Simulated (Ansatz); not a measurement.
Stepwise reaction of `NB(Cl)Cl` with ammonia, as a gas-phase model of exchange steps in deposition or etching. ΔE in kJ/mol.

Program: Ansatz. Geometries: PBE0-D4/def2-TZVP. ΔE: electronic, gas phase. CCSD(T)/CBS adds triple-zeta CCSD(T) − MP2 to the extrapolated MP2 energy (def2 sets, frozen cores). This one scheme is used for every species. Functionals use def2-TZVPP. B3LYP here is the variant with VWN-RPA as its local correlation; programs differ in this. One conformer a species, not always the lowest.

```csv
step,reaction,PBE-D4,B3LYP-D4,ωB97M-V,CCSD(T)/CBS
2,`NB(N)Cl` + NH₃ → `NB(N)N` + HCl,28.1,23.1,24.0,23.0
```

(1) Give the row of step 1, `NB(Cl)Cl` + NH₃ → `NB(N)Cl` + HCl. (Estimate.)

(2) By hand: ΔE of the 2 steps together at CCSD(T)/CBS.

Answers

(1) Computed: 
```tsv
step	reaction	PBE-D4	B3LYP-D4	ωB97M-V	CCSD(T)/CBS
1	`NB(Cl)Cl` + NH₃ → `NB(N)Cl` + HCl	-5.2	-11.4	-10.5	-9.5
```

(2) (-9.5) + (23.0) = 13.5 kJ/mol, or 6.8 kJ/mol a step.

In ΔE each step is higher than the one before. PBE-D4 differs from CCSD(T)/CBS by 4.3 to 5.1 kJ/mol a step. Isolated molecules leave out the surface, adducts and barriers. Largest T1 diagnostic: 0.010.
